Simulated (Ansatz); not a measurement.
Reaction (SMILES): CCCCF → [CH3] (CH3) + [CH2]CCF (the C-C bond at the site shown breaks; other sites are not compared here)
Geometries: B3LYP-D3(BJ)/def2-TZVP minima from Ansatz (a program for electronic structure), one conformer each, not searched for the lowest.

Property: bond dissociation energy (electronic energy difference), in kJ/mol. Cores are frozen in the correlated levels unless marked. Open shells are spin-unrestricted. No spin-orbit coupling. Non-relativistic. Basis-set limits of correlation are two-point, X^-3; Hartree-Fock from the larger set. The bracket is a focal-point correction in the basis named.

```tsv
level	program	bond dissociation energy (kJ/mol)
HF/cc-pVTZ	Ansatz	269.7
```

Question: Predict the RI-MP2/CBS(cc-pVTZ,cc-pVQZ)+[CCSD(T)-MP2]/cc-pVTZ result (Ansatz).

Answer: 405.3 kJ/mol, so HF/cc-pVTZ differs from it by -135.6 kJ/mol.
